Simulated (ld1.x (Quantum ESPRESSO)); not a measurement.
# boron, RRKJ: configuration errors across variants

| Item | Value |
| --- | --- |
| Element | boron (B) |
| Generator | ld1.x (Quantum ESPRESSO) 7.5 |
| Type | norm-conserving RRKJ (Kleinman–Bylander form) |
| Functional | PBE |
| Relativity | scalar-relativistic |
| Frozen core | [He] |
| Valence charge | 3 |
| Reference configuration | 2s2 2p0 (charge +1) |
| Partial waves | 2p (bound, empty): rc 2.40 bohr; 2s (bound): rc 1.35 bohr |
| Local potential | the s channel |
| Core correction | a·sin(br)/r model core inside 1.10 bohr |

All-electron excitation energies from the reference (eV): (1) 2s2 2p1 -8.220; (2) 2s1 2p0 25.422; (3) 2s2 2p0.5 -5.332; (4) 2s2 2p1.3 -8.958; (5) 2s1 2p2 -2.369; (6) 2s0 2p3 3.501; (7) 2s1 2p1 6.141.

2 further variants failed, have other tests or another functional or relativity, and are left out.

Errors AE − PS in meV (a dash: test not solved or not reliable):

| change | (1) | (2) | (3) | (4) | (5) | (6) | (7) | bound ghosts |
| --- | --- | --- | --- | --- | --- | --- | --- | --- |
| base | +43 | +18 | +18 | +52 | +76 | +105 | -0.4 | none |
| wave 2s (bound): rc 1.35 bohr becomes 2s (bound): rc 1.56 bohr | +45 | +15 | +18 | +54 | +80 | +114 | +0.2 | none |
| local potential all-electron potential smoothed inside 1.85 bohr (lloc = -1) | +41 | +24 | +17 | +49 | +68 | +86 | -2.1 | none |
| core correction a·sin(br)/r model core inside 1.22 bohr | +45 | +22 | +19 | +55 | +83 | +116 | +2.3 | none |
| wave 2p (bound): rc 2.40 bohr becomes 2p (bound): rc 3.62 bohr | +264 | +18 | +95 | +344 | +467 | +613 | -24 | none |

Task: Give the same row for: all radii but the core radius scaled by about 0.82 (s 1.10, p 1.96 bohr).

Result: +26, +18, +11, +31, +54, +95, +8.5; bound ghosts: none.
